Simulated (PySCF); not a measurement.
Fill in the blanks.

Compound: C10H9 (doublet state).
InChI=1S/C10H9/c1-3-9(2)10-7-5-4-6-8-10/h1,3-8H,2H2

Conformer (atom-mapped SMILES and torsion angles): `[H]/[C:1]=[CH:2]\[C:3](=[CH2:4])[c:5]1[cH:6][cH:7][cH:8][cH:9][cH:10]1`: C1–C2–C3–C4 171°, C2–C3–C5–C6 -50°.

```json
{"property": "point group", "level": "PBE0-D3(BJ)/def2-SVP", "value": "?"}
{"property": "rotational constants A, B, C", "level": "PBE0-D3(BJ)/def2-SVP", "value": "2.577, 1.026, 0.823 GHz"}
{"property": "dipole moment", "level": "PBE0-D3(BJ)/def2-SVP", "value": "0.77 D"}
{"property": "isotropic g value", "level": "unrestricted B3LYP/IGLO-III on C, pcH-1 on H, mean-field spin–orbit", "value": "2.00226"}
{"property": "spin squared ⟨S²⟩", "level": "unrestricted B3LYP/IGLO-III on C, pcH-1 on H", "value": "?"}
{"property": "largest isotropic hyperfine couplings (means over sets of like nuclei)", "level": "unrestricted B3LYP/IGLO-III on C, pcH-1 on H", "value": "?"}
```

The electronic properties come from PySCF, for the isolated species, density fitting. Couplings of like nuclei are plain means over topologically equivalent atoms, as if these changed places fast (by rotation of a methyl-like group, say); in this geometry the members of some sets differ.

Task: The largest isotropic hyperfine couplings (means over sets of like nuclei)?

Result: 13C +327.5, 1H +107.8, 13C +76.3, 1H +48.1, 1H +9.9 MHz.

Task: The point group?

Result: C1.

Task: What is the spin squared ⟨S²⟩?

Result: 0.765.

The rotational constants make it an asymmetric top with κ = (2B − A − C)/(A − C) = -0.77, nearer the prolate limit (−1). ⟨S²⟩ is 0.015 above the pure-spin value S(S + 1) = 0.75. With B = h/(8π²I), that is 505.379 GHz u Å² over I, the principal moments of inertia are 196.1, 492.4 and 614.3 u Å² (most abundant isotopes). The dipole matches unit charges of opposite sign 0.16 Å apart (1 e·Å = 4.8032 D).

For the geometry optimisation (PBE0-D3(BJ)/def2-SVP), hardware: Arm Neoverse V1, one thread, shared host. Cost: 3.3 min of wall time.

One conformer stands for the species.
